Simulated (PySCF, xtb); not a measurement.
Cl₅OSi₂, SMILES Cl[Si](Cl)(Cl)O[Si](Cl)Cl (connectivity only; charge and spin as stated), charge +1, multiplicity 1.

xtb 6.7.1 with GFN2-xTB at its own geometry gives an orbital gap of 3.79 eV.

The structure is a stationary point at ωB97X-D3(BJ)/def2-SVP. The spin state was assumed, not searched. The isomer is the one that the SMILES or the coordinates give; other isomers of the formula were not compared. The values are those of a single conformer.

Problem. What does ωB97X/def2-TZVP in PySCF give? (The exact figures need the calculation; the answer reports its results.)

Solution. gap 10.45 eV (levels -15.61 and -5.16 eV).
